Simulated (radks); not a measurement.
Results of a calculation; reference values are marked as such.
Q: These are the eigenvalues of the occupied orbitals of an atom or ion with whole-number occupations (eV). Level of theory: scalar-relativistic Kohn-Sham, exchange-only B88, spin-polarised, spherical densities, point nucleus (a radial shooting solver on a logarithmic mesh with Libxc functionals).

| orbital | eigenvalue |
|---|---|
| 1s down | -80848.24 |
| 1s up | -80848.24 |
| 2s up | -14307.43 |
| 2s down | -14307.18 |
| 2p up | -12374.24 |
| 2p down | -12374.03 |
| 3s up | -3416.070 |
| 3s down | -3415.972 |
| 3p up | -2855.516 |
| 3p down | -2855.406 |
| 3d up | -2257.300 |
| 3d down | -2257.112 |
| 4s up | -781.5858 |
| 4s down | -781.3238 |
| 4p up | -597.8035 |
| 4p down | -597.5556 |
| 4d up | -377.3758 |
| 4d down | -377.0840 |
| 5s up | -160.0190 |
| 5s down | -158.1084 |
| 4f up | -132.6579 |
| 4f down | -132.2345 |
| 5p up | -110.8639 |
| 5p down | -108.5217 |
| 5d up | -54.8633 |
| 5d down | -52.2242 |

Which element is it, and in what charge state? The configuration may be excited. Open shells, if any, are filled with parallel spins first.

A: Z = 79, gold, charge +4: Au4+ in [Xe] 4f14 5d7. The list shows which subshells hold electrons but not how many an open one holds; the 1s level, -2971.1 hartree, gives Z - s = 77.1 by -(Z - s)^2/2, which with screening and relativity narrows Z to a few neighbours, and the depths of the outer levels then fix element, charge and occupations together.
